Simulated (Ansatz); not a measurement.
`O[SiH]([SiH3])[TeH]` + `N[AsH2]` → `N[AsH][TeH]` + `O[SiH2][SiH3]` at 400 K and 1 bar (ligand exchange at a Te–Si bond).

Calculated with Ansatz (gas phase, PBE0-D4/def2-TZVP geometries, no zero-point term in ΔE). CCSD(T)/CBS is the MP2 limit (def2-TZVPP, def2-QZVPP) plus CCSD(T) − MP2 in def2-TZVPP, frozen cores. Elements past krypton have def2 core potentials. For As, Te outer-core shells are correlated without core-valence functions, which leaves a few kJ/mol of doubt a bond. Scalar relativity is left out up to krypton. Each species was taken in one conformer, which may not be the lowest.

```json
{"species": "`O[SiH]([SiH3])[TeH]`", "CCSD(T)/CBS energy (Eh)": "-924.72516", "H − E (kJ/mol)": "183.1", "S (J/(mol·K))": "428.8"}
{"species": "`N[AsH2]`", "CCSD(T)/CBS energy (Eh)": "-2292.09958", "H − E (kJ/mol)": "128.5", "S (J/(mol·K))": "285.0"}
{"species": "`N[AsH][TeH]`", "CCSD(T)/CBS energy (Eh)": "-2559.85306", "H − E (kJ/mol)": "136.2", "S (J/(mol·K))": "361.1"}
{"species": "`O[SiH2][SiH3]`", "CCSD(T)/CBS energy (Eh)": "-656.96789", "H − E (kJ/mol)": "175.5", "S (J/(mol·K))": "352.4"}
```

H − E and S are ideal-gas, rigid-rotor, harmonic terms from PBE0-D4/def2-TZVP, for one conformer and one mirror image of each species. 1 Eh = 2625.50 kJ/mol, R = 8.31446 J/(mol·K).

Problem. By hand: ΔE, ΔH, ΔS and ΔG.

Solution. ΔE = (-2559.85306) + (-656.96789) − (-924.72516) − (-2292.09958) = 0.00379 Eh = 10.0 kJ/mol. Δ(H − E) = 136.2 + 175.5 − 183.1 − 128.5 = 0.1, so ΔH = 10.1 kJ/mol. ΔS = 361.1 + 352.4 − 428.8 − 285.0 = -0.3 J/(mol·K). ΔG = 10.1 − 400 × (-0.3)/1000 = 10.2 kJ/mol.

Problem. By hand: the equilibrium constant, and the temperature at which ΔG would vanish if ΔH and ΔS stayed fixed.

Solution. log₁₀ K = −ΔG/(RT ln 10) = -1.3. ΔH and −TΔS have one sign here, so there is no such temperature. One of them is within its doubt of zero, so this could turn.

The number of gas molecules stays the same, so ΔS is small and ΔH decides. A doubt of 5 kJ/mol in ΔE shifts log₁₀ K by 0.7 here. Other conformers and mirror images would add mixing entropy, several J/(mol·K) or more a flexible species. These are equilibria of isolated gas molecules and say nothing of rates. Largest T1 diagnostic: 0.012 (customary marks: 0.02 for closed shells, 0.045 for open ones).
